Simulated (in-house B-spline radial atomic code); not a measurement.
Configurations of Ni IV (Ni3+), with energies counted from [Ar] 3d7. Level of theory: scalar-relativistic (X2C) r2SCAN0, spin-polarised, spherical fractional occupations, exact exchange averaged over the configuration, Fermi nucleus of rms radius 3.7757 fm; calculated with a radial B-spline atomic code at the basis-set limit. Shells without spins written out take the highest spin.

Occupations are held fixed; configurations that lie above the ionisation limit could autoionise.

```tsv
configuration	E - E(ref) (eV)	highest orbital	its <r> (bohr)
[Ar] 3d6 4d1	32.85	4d up	3.152
[Ne] 3s2 3p5 3d7 4p1	87.95	4p up	2.335
[Ne] 3s2 3p5 3d7 4d1	99.563	4d up	3.141
[Ne] 3s2 3p5 3d7 4f1	107.15	4f up	4.365
```

(1) Order these further configurations by energy, lowest first.
A. [Ne] 3s2 3p5 3d7 4s1
B. [Ar] 3d6 4p1
C. [Ar] 3d6 4s1
D. [Ar] 3d6 4f1
E. [Ne] 3s2 3p5 3d8

Answers

(1) C (12.468 eV), B (21.294 eV), D (40.387 eV), E (66.271 eV), A (79.088 eV).
